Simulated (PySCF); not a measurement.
Core-level binding energies of `C#[C][GeH2][PH2]`

Species: C2H5GeP.
Atom-mapped SMILES: `[CH:1]#[C:2][GeH2:3][PH2:4]`

Theory: delta-SCF UKS SCAN, pcX-2 on the ionised atom, pcseg-1 elsewhere, spin-free X2C in PySCF. Each binding energy is the total energy of the core-ionised species, with the hole localised on one atom, minus that of the ground state; both are solved self-consistently, so orbital relaxation is included.

Task: Give the core binding energies atom by atom.

Result: 
```tsv
atom(s)	bonded to	level	binding energy (eV)	2p1/2 (eV)	above the level's lowest (eV)	count
C1	C (triple bond) and H	C 1s	290.28	–	+0.04	1
C2	C (triple bond) and Ge	C 1s	290.24	–	0.00	1
P4	2 H and Ge	P 2p3/2	136.44	137.33	0.00	1
P4	2 H and Ge	P 1s	2149.97	–	0.00	1
```

The 2 C 1s values lie within 0.04 eV of each other; Gaussian lines of 0.5 eV full width would blend them into one maximum.

Task: Which photon wavelength matches the P 2p3/2 of P4 threshold?

Result: λ = hc/E = 12398.42 eV Å / 136.44 eV = 90.871 Å.

Task: Which photon energy gives electrons from P 2p3/2 of P4 a kinetic energy of 20 eV, and what is their de Broglie wavelength?

Result: hν = 136.44 + 20 = 156.44 eV, recoil neglected; λ = 12.264 Å/√(E/eV) = 2.74 Å.

The unrestricted hole states depart most from a pure doublet (⟨S²⟩ = 0.75; over 0.85 named) for C 1s of C2 (0.87), which makes this value less certain. Spin–orbit coupling isn't in the SCF: each 2p doublet comes from a relaxed spin-free hole plus a matrix of the shell (mean-field spin–orbit coupling and the ground-state 2p splitting), with 2p3/2 averaged over its two sublevels. 2p1/2 minus 2p3/2 (ligand field included): P 0.89 eV. No level of germanium is listed. One conformer (not necessarily the lowest) at the PBE0-D3(BJ)/def2-SVP geometry, without solvent, vibrations or thermal averaging.

The run took 26 s wall on one thread of an Arm Neoverse V1, shared host.

The values belong to the conformer `[CH:1]#[C:2][GeH2:3][PH2:4]`: H–P4–Ge3–C2 -47°, H–P4–Ge3–C2 46°.
